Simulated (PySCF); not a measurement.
A PySCF script (with the pyscf-properties extension) for the NMR shieldings of C4H11AlCl2O, on a GFN2-xTB geometry:

```python
import basis_set_exchange as bse
import numpy as np
from pyscf import gto, dft
from pyscf.prop import nmr

atoms = """
C    -0.358629   -1.744990    0.117073
O    -0.387128   -0.468296   -0.492079
C    -1.578849    0.263503   -0.329623
C    -1.713590    0.893941    1.051268
Cl   -2.422228   -0.227811    2.253260
Al    1.241051    0.208282   -1.249324
C     2.401986    0.673944    0.355964
Cl    3.361918    1.082456   -1.149334
H    -0.463716   -1.675129    1.200063
H     0.614427   -2.169101   -0.133260
H    -1.151250   -2.376592   -0.291877
H    -2.444635   -0.368097   -0.559296
H    -1.505236    1.068580   -1.066896
H    -2.377355    1.756118    1.011960
H    -0.730038    1.192147    1.416653
H     0.521635    1.402968   -1.968470
H     1.578983   -1.113067   -2.017307
H     2.355898    1.611240    0.918445
H     3.046953   -0.000846    0.925318
"""
names = dict.fromkeys(["C", "O", "Cl", "Al", "H"], "pcSseg-1")
basis = {el: gto.basis.parse(bse.get_basis(n, elements=[el], fmt="nwchem")) for el, n in names.items()}
mol = gto.M(atom=atoms, basis=basis, charge=0, verbose=0)
mf = dft.RKS(mol, xc="PBE0")
mf.grids.level = 2
mf.grids.alignment = dft.numint.BLKSIZE   # the property module wants whole blocks of grid points
mf.conv_tol = 1e-9
mf.kernel()

calc = nmr.RKS(mf)   # GIAO
C = mf.mo_coeff
Co = C[:, mf.mo_occ > 0]
resp = mf.gen_response(singlet=True, hermi=2)
def vind(x):   # induced exchange potential for any number of trial vectors
    d = np.einsum("pi,xij,qj->xpq", C, 2 * x.reshape(-1, C.shape[1], Co.shape[1]), Co, optimize=True)
    return np.einsum("xpq,pi,qj->xij", resp(d - d.transpose(0, 2, 1)), C, Co, optimize=True).ravel()
mo1, _ = nmr.rhf.solve_mo1(calc, with_cphf=vind)
sigma = calc.kernel(mo1)
for i, s in enumerate(sigma):   # ppm
    w = np.linalg.eigvalsh((s + s.T) / 2)
    print("%2d %-2s iso %8.1f  s11 %8.1f  s22 %8.1f  s33 %8.1f" % (i, mol.atom_pure_symbol(i), w.mean(), *w))
```

Task: Give the expected output.

Result: 
```
 0 C  iso    125.8  s11     98.7  s22    101.9  s33    176.8
 1 O  iso    293.0  s11    252.2  s22    286.0  s33    340.7
 2 C  iso    110.2  s11     86.2  s22    102.9  s33    141.4
 3 C  iso    134.8  s11    112.2  s22    136.9  s33    155.2
 4 Cl iso    828.8  s11    636.4  s22    793.1  s33   1056.7
 5 Al iso    489.7  s11    401.7  s22    450.6  s33    616.9
 6 C  iso    155.5  s11    120.5  s22    141.2  s33    204.9
 7 Cl iso    997.8  s11    893.4  s22   1032.7  s33   1067.5
 8 H  iso     27.3  s11     21.9  s22     28.5  s33     31.4
 9 H  iso     27.0  s11     22.3  s22     27.0  s33     31.6
10 H  iso     28.3  s11     24.8  s22     25.5  s33     34.6
11 H  iso     28.1  s11     23.4  s22     28.3  s33     32.5
12 H  iso     26.4  s11     21.4  s22     27.7  s33     30.2
13 H  iso     27.9  s11     21.2  s22     28.0  s33     34.4
14 H  iso     27.6  s11     22.4  s22     27.0  s33     33.4
15 H  iso     28.3  s11     23.8  s22     28.7  s33     32.3
16 H  iso     28.1  s11     23.6  s22     27.9  s33     32.8
17 H  iso     29.0  s11     23.8  s22     27.5  s33     35.6
18 H  iso     28.8  s11     23.5  s22     27.5  s33     35.4
```

These numbers come from an equivalent density-fitted implementation of the same equations, which agrees with the script to about 0.01 ppm for H and up to a few tenths of a ppm for heavy atoms, so last digits may differ.

Size and cost of the density-fitted run: 212 basis functions, 64 s wall time on 1 thread of an Arm Neoverse V1, shared host; peak memory 1 GiB.
